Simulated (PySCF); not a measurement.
Bonds (- single, = double, # triple, : aromatic): F1-C2, C2-C3, C3-C4, C4-Si5, Si5-P6, Si5-P7, Si5-C2. C2 carries H8; C3 carries H9, H10; C4 carries H11, H12; P6 carries H13, H14; P7 carries H15, H16. Stereochemistry as in F[C@@H]1CC[Si]1(P)P. H9, H12 are cis to F1 on the ring; H10, H11 are trans to F1 on the ring.

PySCF 2.14 calculation with GIAO PBE0/pcSseg-1 shieldings and geometry from GFN2-xTB; one computed conformer, averaged over atoms made equivalent by symmetry, fast rotation or ring inversion, no relativistic terms, no solvent.

Chemical shifts δ = σref − σ; 13C and 1H and 29Si against TMS; 19F vs CFCl3; H3PO4 for 31P, all at this level.

```
  atoms  nucleus  count  Hirshfeld charge  δ (ppm)
     H8       1H      1              0.04     5.25
     C4      13C      1             -0.17     12.9
     P7      31P      1             -0.02        ?
     H9       1H      1              0.04     2.34
    H11       1H      1              0.04     1.12
    Si5     29Si      1              0.27     26.8
H15/H16       1H      2             -0.01     1.58
H13/H14       1H      2             -0.01        ?
    H12       1H      1              0.04     1.41
     C3      13C      1             -0.08     32.2
     C2      13C      1             -0.03     97.4
    H10       1H      1              0.04     2.84
     F1      19F      1             -0.13        ?
     P6      31P      1             -0.01        ?
```

Complete the table.

Answers


- H13/H14: 1.35 ppm, hydrogen on a phosphorus bonded to Si
- F1: -215.5 ppm, fluorine on an sp3 carbon
- P6: -288.6 ppm, phosphorus bonded to Si, 2 H
- P7: -298.4 ppm, phosphorus bonded to Si, 2 H

Shifts are as computed. Against solution values, carbons near 30 ppm lie about +3 ppm off and those near 130 ppm about +5 ppm. Of 1309 compounds with measured shifts, 239 miss one by over three times the rms of a fit or turn the order of signals round; such compounds aren't used in these exercises. Unscaled 19F shifts against computed CFCl3 carry errors that often reach 10 to 50 ppm. Experimental scales use liquid or dissolved standards, which lie at an offset from isolated H3PO4.
